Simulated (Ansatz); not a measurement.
Geometry optimisation, RHF/6-31G* (Ansatz).

The input (input.yaml):

```yaml
crystal:
  periodic: [false, false, false]
  atoms:
    - { symbol: B, position_ang: [-0.016637, 0.402266, -0.510644] }
    - { symbol: "N", position_ang: [-0.11903, 0.076244, 2.217638] }
    - { symbol: H, position_ang: [-0.882798, -0.121715, 2.836424] }
    - { symbol: H, position_ang: [0.728571, 0.031645, 2.751448] }
    - { symbol: O, position_ang: [1.222045, -0.00688, -0.792115] }
    - { symbol: H, position_ang: [1.267217, -0.842988, -1.23706] }
    - { symbol: Cl, position_ang: [-1.43647, -0.506826, -1.108604] }
    - { symbol: H, position_ang: [-0.197554, 1.428792, 0.051132] }
    - { symbol: H, position_ang: [-0.224544, 1.041362, 1.887281] }
basis:
  gaussian: { orbitals: "6-31G*" }
hamiltonian:
  xc: hf
relax:
  f_tol: 0.03
  max_steps: 50
```

Run as:

```bash
$ ansatz run input.yaml --threads 1 --pin off --max-ram 2048MiB --backend cpu --events-out ev --progress --plain --runs-dir out
```

Where does it end, and by what steps?

The forces met the threshold. After 24 steps the energy has fallen by 0.521 eV; H3 moved furthest, 1.23 Å. Joined: B1–N2 (2.75 → 1.68 Å).

```
step  energy less start (eV)  largest force component (eV/Å)  accepted
   0                  0.0000                           1.079       yes
   1                 -0.1187                           0.569       yes
   2                 -0.0688                           1.312        no
   3                 -0.1459                           0.621       yes
   4                 -0.1628                           0.436       yes
   5                 -0.1795                           0.736       yes
   6                 -0.1865                           0.631       yes
   7                 -0.2130                           0.193       yes
   8                 -0.2243                           0.521       yes
   9                 -0.2331                           0.365       yes
  10                 -0.2491                           0.215       yes
  11                 -0.2997                           0.690       yes
  12                 -0.4139                           0.687       yes
  13                 -0.2407                           3.279        no
  14                 -0.4417                           0.240       yes
  15                 -0.4576                           0.417       yes
  16                 -0.4698                           0.218       yes
  17                 -0.4803                           0.555       yes
  18                 -0.4999                           0.259       yes
  19                 -0.5079                           0.462       yes
  20                 -0.4471                           0.753        no
  21                 -0.5172                           0.099       yes
  22                 -0.5193                           0.138       yes
  23                 -0.5199                           0.112       yes
  24                 -0.5207                           0.010       yes
```

```xyz
9
Properties=species:S:1:pos:R:3
B 0.055 0.455 0.052
N -0.073 0.287 1.717
H -0.216 -0.678 1.959
H 0.787 0.591 2.142
O 1.162 -0.325 -0.309
H 0.939 -1.052 -0.871
Cl -1.601 -0.238 -0.563
H 0.119 1.636 -0.129
H -0.831 0.826 2.098
```

Whether the end is a true minimum wasn't checked by a vibrational analysis.

Run time: 42 s on 1 thread of Intel(R) Xeon(R) CPU @ 2.60GHz (Ice Lake), with other jobs on the host, peak memory 0.17 GiB.
